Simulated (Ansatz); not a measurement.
Relaxation of CH₈InNSi (12 atoms, charge 0, multiplicity 1), to a largest force component of 0.015 eV/Å in at most 40 steps.

These are results of Ansatz, RKS PBE0/def2-SVP, not measurements.

```xyz
12
Properties=species:S:1:pos:R:3
C -0.489 1.618 -0.491
Si -0.155 0.106 0.618
N 1.553 0.081 0.913
In -0.618 -2.062 -0.754
H -1.543 1.661 -0.756
H -0.230 2.556 -0.008
H 0.082 1.548 -1.414
H -0.993 0.245 1.845
H 1.936 -0.733 1.372
H 2.005 0.912 1.267
H -0.944 -2.203 -2.504
H -0.605 -3.729 -0.089
```

Q: Where does it end, and by what steps?

A: The run converged. After 19 steps the energy has fallen by 0.107 eV; H11 moved furthest, 0.96 Å.

| step | energy less start (eV) | largest force component (eV/Å) | accepted |
| --- | --- | --- | --- |
| 0 | 0.0000 | 0.764 | yes |
| 1 | -0.0641 | 0.336 | yes |
| 2 | -0.0825 | 0.144 | yes |
| 3 | -0.0849 | 0.063 | yes |
| 4 | -0.0830 | 0.149 | no |
| 5 | -0.0882 | 0.025 | yes |
| 6 | -0.0916 | 0.032 | yes |
| 7 | -0.0951 | 0.101 | yes |
| 8 | -0.0957 | 0.168 | yes |
| 9 | -0.0983 | 0.152 | yes |
| 10 | -0.0983 | 0.157 | yes |
| 11 | -0.1022 | 0.068 | yes |
| 12 | -0.1040 | 0.043 | yes |
| 13 | -0.1053 | 0.078 | yes |
| 14 | -0.1061 | 0.064 | yes |
| 15 | -0.1069 | 0.038 | yes |
| 16 | -0.1073 | 0.025 | yes |
| 17 | -0.1073 | 0.026 | yes |
| 18 | -0.1074 | 0.017 | yes |
| 19 | -0.1075 | 0.005 | yes |

```xyz
12
Properties=species:S:1:pos:R:3
C -0.378 1.640 -0.570
Si -0.168 0.102 0.498
N 1.495 0.042 1.028
In -0.632 -2.111 -0.766
H -1.414 1.724 -0.933
H -0.155 2.549 0.012
H 0.295 1.619 -1.440
H -1.182 0.225 1.614
H 1.833 -0.809 1.463
H 1.879 0.849 1.511
H -1.792 -2.250 -2.061
H 0.219 -3.580 -0.354
```

Whether the end is a true minimum wasn't checked by a vibrational analysis.

The run took 31 s on 2 threads of AMD EPYC 9R45 96-Core Processor (Zen 5), with other jobs on the host, peak memory 0.29 GiB.
